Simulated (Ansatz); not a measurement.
Program: Ansatz. Geometries: PBE0-D4/def2-TZVP. ΔE: electronic, gas phase. CBS: MP2 limit from def2 TZ/QZ plus the TZ coupled-cluster correction, frozen cores. This one scheme is used for every species. DFT in def2-TZVPP. Each species was taken in one conformer, which may not be the lowest.

Reaction (redistribution): `F[Si](S)(Cl)Cl` + `CC[Si]S` → `S[Si](S)(Cl)Cl` + `CC[Si]F`

```json
{"level": "PBE", "ΔE (kJ/mol)": "27.6"}
{"level": "MP2/CBS(def2)", "ΔE (kJ/mol)": "22.5"}
```

What does CCSD(T)/CBS give? (Estimate.)

Ansatz gave: +25.5 kJ/mol. The listed levels differ from it by 2.1, -3.0 kJ/mol.

Largest T1 diagnostic among the species: 0.013.

The D4 term adds −3.5 kJ/mol with B3LYP and −2.0 kJ/mol with PBE0; it sums over pairs of atoms, weighted by their polarisabilities, and B3LYP, whose exchange is more repulsive, gets the larger term.

B3LYP here is the variant with VWN-RPA as its local correlation; programs differ in this.
